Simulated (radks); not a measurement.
Valence configurations of the nitrogen ion N2+ (all share [He]). Method: scalar-relativistic Kohn-Sham, r2SCAN, spin-polarised, spherical densities, finite nucleus; open shells are filled with parallel spins first; meta-GGA in the generalised Kohn-Sham scheme; Fermi nuclear charge, rms radius 2.5582 fm; computed with a radial shooting solver on a logarithmic mesh with Libxc functionals. Energies are relative to 2s2 2p1; eigenvalues in eV for spin up.

| valence | E (eV) | moment (Bohr magnetons) | e(2p) | e(2s) |
|---|---|---|---|---|
| 2s2 2p1 | 0.000 | 1 | -38.584 | -51.321 |
| 2p3 | 18.266 | 3 | -39.757 | - |
| 2s1.5 2p1.5 | 3.903 | 2 | -39.507 | -52.304 |
| 2s1 2p2 | 5.606 | 3 | -40.018 | -52.795 |
| 2s0.5 2p2.5 | 11.964 | 3 | -39.897 | -52.558 |

NIST lists [He] 2s2 2p1 as the ground configuration; this level of theory agrees among the configurations tried. The energies are those of spherical high-spin densities, not of single terms.
